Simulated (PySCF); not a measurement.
A structure optimised at PBE-D3(BJ)/def2-SVP, used in a PySCF frequency run:

```xyz
14

N      2.9805     0.8125     0.1070
Si     1.5036     0.1291     0.6852
N      0.4701    -0.9313    -0.4084
C     -0.7216    -0.4146    -0.2813
Si    -2.2677    -1.2381    -1.0368
Si    -0.5502     1.2851     0.6748
H      3.8716     0.3289     0.2371
H      2.9999     1.4283    -0.7080
H      1.8724    -0.6900     1.8902
H     -2.9105    -0.2757    -2.0027
H     -1.9340    -2.5246    -1.7370
H     -3.2558    -1.4956     0.0720
H     -1.4430     1.6598     1.8383
H     -0.6246     2.4239    -0.3171
```

Problem. Write its SMILES and formula.

Solution. N[Si@@H]1N=C([SiH3])[SiH2]1, CH8N2Si3

Problem. What are its rotational constants (standard atomic weights)?

Solution. 3.7140, 1.0186, 0.85625 GHz
